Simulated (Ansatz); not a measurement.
Geometry optimisation, RKS PBE0-D4/def2-SVP in Ansatz 0.2.0.

input.yaml

```yaml
crystal:
  periodic: [false, false, false]
  atoms:
    - { symbol: B, position_ang: [0.0, 0.0, 0.0] }
    - { symbol: "N", position_ang: [0.0, 0.0, 1.9] }
    - { symbol: H, position_ang: [-0.877, -0.2713, 2.43] }
    - { symbol: H, position_ang: [0.877, 0.2713, 2.43] }
    - { symbol: "N", position_ang: [1.3423, 0.0, -0.775] }
    - { symbol: H, position_ang: [1.8089, -0.9179, -1.0268] }
    - { symbol: H, position_ang: [1.7937, 0.9179, -1.0532] }
    - { symbol: "N", position_ang: [-1.3423, 0.0, -0.775] }
    - { symbol: H, position_ang: [-2.0112, -0.8164, -0.6764] }
    - { symbol: H, position_ang: [-1.5914, 0.8164, -1.4036] }
    - { symbol: P, position_ang: [-0.643, 1.9963, 0.6969] }
    - { symbol: H, position_ang: [-1.9506, 2.2682, 0.2146] }
    - { symbol: H, position_ang: [-0.6475, 2.024, 2.1166] }
    - { symbol: H, position_ang: [-0.3498, 1.0859, 1.7636] }
basis:
  gaussian: { orbitals: def2-SVP }
hamiltonian:
  xc: pbe0
  dispersion: d4
relax:
  f_tol: 0.15
  max_steps: 25
  restrain:
    - { distance: [0, 10], at: 1.91, k: 30.0 }
    - { distance: [13, 1], at: 1.06, k: 30.0 }
    - { distance: [0, 1], at: 2.75, k: 30.0 }
    - { distance: [13, 10], at: 2.62, k: 30.0 }
```

Run as:

```bash
$ ansatz run input.yaml --threads 4 --pin off --max-ram 5120MiB --backend cpu --events-out ev --progress --plain --runs-dir out
```

Question: Where does it end, and by what steps?

Answer: The forces met the threshold. The restraints hold the end off the free minimum; the threshold counts their pulls, which the force column leaves out. Restrained pairs: B1–P11 (2.21 → 1.93 Å), N2–H14 (1.15 → 1.04 Å), B1–N2 (1.90 → 2.76 Å), P11–H14 (1.43 → 2.63 Å). After 15 steps the energy has fallen by 7.153 eV (the restraints' own energy left out); H13 moved furthest, 1.53 Å.

```tsv
step	energy less start (eV)	largest force component (eV/Å)	accepted
0	0.0000	6.389	yes
1	-2.1745	3.080	yes
2	-2.8342	2.880	yes
3	-3.6762	2.969	yes
4	-5.0533	2.012	yes
5	-6.0339	1.324	yes
6	-6.4445	1.138	yes
7	-6.7092	1.029	yes
8	-6.9127	1.015	yes
9	-7.0515	0.787	yes
10	-7.0800	0.866	yes
11	-7.1027	0.999	yes
12	-7.1422	0.824	yes
13	-7.1533	0.763	yes
14	-7.1224	1.023	no
15	-7.1530	0.825	yes
```

```xyz
14
Properties=species:S:1:pos:R:3
B -0.228 0.667 -0.473
N -0.471 -0.186 2.144
H -0.593 -0.329 3.150
H 0.510 -0.384 1.939
N 1.125 0.239 -0.499
H 1.407 -0.640 -0.919
H 1.900 0.860 -0.317
N -1.277 -0.118 -0.997
H -1.144 -1.099 -1.206
H -2.242 0.099 -0.792
P -0.580 2.510 -0.034
H -1.745 2.278 0.764
H 0.298 2.637 1.087
H -0.552 0.839 1.993
```

Time of the run: 30 s on 4 threads of Arm Neoverse V2 (shared host), peak memory 0.28 GiB.
